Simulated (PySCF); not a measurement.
TiF4, SMILES [F][Ti]([F])([F])[F], multiplicity 1.

The structure is a stationary point at B3LYP-D3(BJ)/def2-SVP. The multiplicity is an assumed one; other spin states were not compared. The isomer is the one that the SMILES or the coordinates give; other isomers of the formula were not compared.

These are r2SCAN/def2-TZVP in PySCF values and carry that method's errors.

Isolated molecule, no solvent.

| Quantity | Value |
|---|---|
| total energy | -1249.14852 hartree |
| point group | Td |
| highest occupied level | -10.98 eV |
| lowest empty level | -3.99 eV |
| orbital gap | 6.99 eV |
| dipole moment | 0.00 D |
| quadrupole, principal values (traceless, Buckingham form, about the centre of nuclear charge) | 0.00, 0.00, 0.00 D·Å |
| mean static polarisability | 30.2 bohr³ (4.48 Å³) |
| polarisability, principal values | 30.2, 30.2, 30.2 bohr³ |
